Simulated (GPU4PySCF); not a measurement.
GPU4PySCF input for azobenzene (C₁₂H₁₀N₂), SMILES c1cccc(/N=N/c2ccccc2)c1, PBE-D3(BJ)/def2-TZVP. The structure is a stationary point at PBE-D3(BJ)/def2-TZVP. One conformer was computed; it need not be the lowest.

```python
import numpy as np
import cupy as cp
from pyscf import gto, lo
from gpu4pyscf import dft
from gpu4pyscf.properties import polarizability, raman as raman_tools
from pyscf.hessian import thermo

mol = gto.M(
    atom='''
    C     0.20299893    4.53360539    0.00000000
    C     1.30531759    3.66731513    0.00000000
    C     1.11917134    2.29033015    0.00000000
    C    -0.18671246    1.76583350    0.00000000
    N    -0.50063034    0.38599206    0.00000000
    N     0.50063034   -0.38599206    0.00000000
    C     0.18671246   -1.76583350    0.00000000
    C    -1.11917134   -2.29033015    0.00000000
    C    -1.30531759   -3.66731513    0.00000000
    C    -0.20299893   -4.53360539    0.00000000
    C     1.09360824   -4.01477443    0.00000000
    C     1.28846928   -2.63473329    0.00000000
    C    -1.28846928    2.63473329    0.00000000
    C    -1.09360824    4.01477443    0.00000000
    H     0.35945596    5.61363245    0.00000000
    H     2.31677719    4.07796341    0.00000000
    H     1.96160156    1.59898840    0.00000000
    H    -1.96160156   -1.59898840    0.00000000
    H    -2.31677719   -4.07796341    0.00000000
    H    -0.35945596   -5.61363245    0.00000000
    H     1.95291566   -4.68702140    0.00000000
    H     2.28829814   -2.19784819    0.00000000
    H    -2.28829814    2.19784819    0.00000000
    H    -1.95291566    4.68702140    0.00000000
    ''',
    basis='def2-TZVP',
    charge=0,
    spin=0,
    max_memory=12000,
    verbose=3,
)
mf = dft.RKS(mol, xc='pbe').density_fit(auxbasis='def2-universal-jkfit')
mf.disp = 'd3bj'
mf.grids.atom_grid = (99, 590)
mf.conv_tol = 1e-11
mf.max_cycle = 100
mf.kernel()
# [left out here: the lines that compute and print the analytic Hessian (its translational invariance restored by hand, since the grid's response is missing), thermochemistry and intensities]
```

Log of the run:

```
converged SCF energy = -572.27388984962

WARN: DFTD3 does not support analytical Hessian, using finite difference


WARN: Mole.unit (angstrom) is changed to Bohr

temperature 298.1500 [K]
pressure 101325.00 [Pa]
Rotational constants [GHz] 2.72353 0.29177 0.26354
Symmetry number 2
Zero-point energy (ZPE) 0.18477 [Eh]   485110.566 [J/mol]
                           tot       elec      trans        rot        vib
Entropy [J/mol/K]       445.275      0.000    173.664    126.898    144.713
Cv [J/mol/K]            186.268      0.000     12.472     12.472    161.324
Cp [J/mol/K]            194.582      0.000     20.786     12.472    161.324
Internal energy [J/mol]                      3718.434   3718.434 507226.081
Internal energy [Eh]   -572.07787  -572.27389
Enthalpy [J/mol]                             6197.391   3718.434 507226.081
Enthalpy [Eh]          -572.07692
Gibbs free energy [J/mol]                  -45580.548 -34116.336 464080.035
Gibbs free energy [Eh] -572.12749
mode   freq/cm-1   IR/(km/mol)
   1       18.99         0.065
   2       59.13         1.462
   3       83.61         1.971
   4       91.20         0.000
   5      218.54         0.000
   6      237.00         0.000
   7      293.43         0.681
   8      300.34         0.000
   9      398.96         0.002
  10      402.42         0.000
  11      468.97         0.000
  12      515.11        23.795
  13      531.49         5.884
  14      537.90        15.011
  15      604.85         0.000
  16      611.47         0.696
  17      664.14         0.000
  18      674.17         0.000
  19      678.29        85.555
  20      754.89         0.000
  21      775.06        51.807
  22      821.24         0.568
  23      823.67         0.032
  24      825.28         0.000
  25      906.98         0.000
  26      912.49         7.031
  27      914.25         0.000
  28      929.53         0.051
  29      930.42         0.000
  30      951.01         0.000
  31      951.32         1.926
  32      990.65         3.500
  33      990.81         0.000
  34     1015.84        14.061
  35     1016.38         0.000
  36     1066.08         0.000
  37     1069.92        15.616
  38     1125.22         0.000
  39     1136.59        29.855
  40     1146.20         0.000
  41     1146.24         0.424
  42     1176.82         0.000
  43     1228.42        22.421
  44     1289.21         1.151
  45     1293.18         0.000
  46     1356.07         6.461
  47     1359.38         0.000
  48     1420.88         0.000
  49     1442.36        12.435
  50     1454.25         0.000
  51     1469.66         8.913
  52     1482.42         0.000
  53     1577.08         3.724
  54     1581.22         0.000
  55     1594.48         6.250
  56     1598.11         0.000
  57     3099.84         4.670
  58     3099.90         0.000
  59     3109.78        14.166
  60     3109.81         0.000
  61     3119.28        25.768
  62     3119.33         0.008
  63     3128.78        37.445
  64     3128.99         0.000
  65     3137.38        13.922
  66     3137.42         0.001
max |gradient| / (hartree/bohr): 1.2233377756398471e-06
APT charges: [-0.0355 -0.0868 -0.0427 -0.0369  0.0367  0.0367 -0.0369 -0.0427 -0.0868
 -0.0355 -0.0442 -0.0086 -0.0086 -0.0442  0.032   0.0193  0.0798  0.0798
  0.0193  0.032   0.0266  0.0602  0.0602  0.0266]
```

Self-consistency was reached.
